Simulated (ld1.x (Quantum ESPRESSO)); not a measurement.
# N, ultrasoft: configuration errors across variants

ld1.x (Quantum ESPRESSO) 7.5 input, shortened:

```
&input
   title='N', zed=7., rel=1, dft='PZ', iswitch=3,
   config='[He] 2s2 2p2 3d-2'
 /
 &inputp
   pseudotype=3, tm=.true., lloc=-2, rcloc=1.45,
   nlcc=.true.,
   which_augfun='PSQ', rmatch_augfun_nc=.true.
 /
6
2S  1  0   2.00   0.00  0.60  0.85  0.0
2S  1  0   0.00   0.15  0.60  0.85  0.0
2P  2  1   2.00   0.00  1.35  1.50  0.0
2P  2  1   0.00   0.65  1.35  1.50  0.0
3D  3  2  -2.00   0.20  1.30  1.45  0.0
3D  3  2  -2.00   2.05  1.30  1.45  0.0
 &test
   configts(1)='2s2 2p2'
 /
```

All-electron excitation energies from the reference (eV): (1) 2s2 2p3 -13.732; (2) 2s2 2p1 28.970; (3) 2s2 2p0 76.135; (4) 2s2 2p3.3 -15.397; (5) 2s1 2p0 153.608; (6) 2s0 2p5 8.721; (7) 2s2 2p2.5 -8.565; (8) 2s2 2p2 spin -1.689; (9) 2s2 2p3 spin -16.624.

Spin tests fill each open shell by Hund’s rule, majority spin first.

The overlap operator is not positive definite (basis up to 400 Ry) in “waves 2s (bound): rcut 0.60, rcutus 0.70 bohr; 2s channel at 0.15 Ry: rcut 0.60, rcutus 0.70 bohr”, “waves 2s (bound): rcut 0.60, rcutus 1.14 bohr; 2s channel at 0.15 Ry: rcut 0.60, rcutus 1.14 bohr”. Such files are unfit for use, however small their errors in these radial tests.

2 further variants failed, have other tests or too few solved ones, and are left out.

Errors AE − PS in meV (a dash: test not solved or not reliable):

| change | (1) | (2) | (3) | (4) | (5) | (6) | (7) | (8) | (9) | bound ghosts |
| --- | --- | --- | --- | --- | --- | --- | --- | --- | --- | --- |
| base | -9.3 | -33 | -177 | -12 | -255 | -20 | -3.3 | -9.4 | -29 | none |
| waves 2s (bound): rcut 0.60, rcutus 0.70 bohr; 2s channel at 0.15 Ry: rcut 0.60, rcutus 0.70 bohr | -9.1 | -31 | -170 | -12 | -253 | -14 | -3.2 | -9.1 | – | not determined (overlap not positive) |
| waves 2s (bound): rcut 0.60, rcutus 0.80 bohr; 2s channel at 0.15 Ry: rcut 0.60, rcutus 0.80 bohr | -9.3 | -32 | -176 | -12 | -256 | -18 | -3.2 | -9.3 | -28 | none |
| waves 2s (bound): rcut 0.60, rcutus 0.86 bohr; 2s channel at 0.15 Ry: rcut 0.60, rcutus 0.86 bohr | -9.4 | -33 | -177 | -12 | -254 | -20 | -3.3 | -9.4 | -29 | none |
| waves 2s (bound): rcut 0.60, rcutus 1.04 bohr; 2s channel at 0.15 Ry: rcut 0.60, rcutus 1.04 bohr | -9.4 | -32 | -173 | -12 | -243 | -24 | -3.3 | -9.5 | -29 | none |
| waves 2s (bound): rcut 0.60, rcutus 1.14 bohr; 2s channel at 0.15 Ry: rcut 0.60, rcutus 1.14 bohr | -9.8 | -34 | -191 | -13 | -273 | -25 | -3.5 | -8.3 | -27 | not determined (overlap not positive) |
| waves 2s (bound): rcut 0.60, rcutus 1.22 bohr; 2s channel at 0.15 Ry: rcut 0.60, rcutus 1.22 bohr | -9.5 | -33 | -176 | -13 | -245 | -26 | -3.3 | -9.6 | -29 | none |
| waves 2s (bound): rcut 0.60, rcutus 1.28 bohr; 2s channel at 0.15 Ry: rcut 0.60, rcutus 1.28 bohr | -9.4 | -32 | -173 | -12 | -238 | -26 | -3.3 | -9.6 | -29 | none |

(1) Give the same row for: waves 2s (bound): rcut 0.60, rcutus 0.98 bohr; 2s channel at 0.15 Ry: rcut 0.60, rcutus 0.98 bohr.

## Answers

(1) -9.4, -33, -175, -12, -249, -23, -3.3, -9.5, -29; bound ghosts: none.
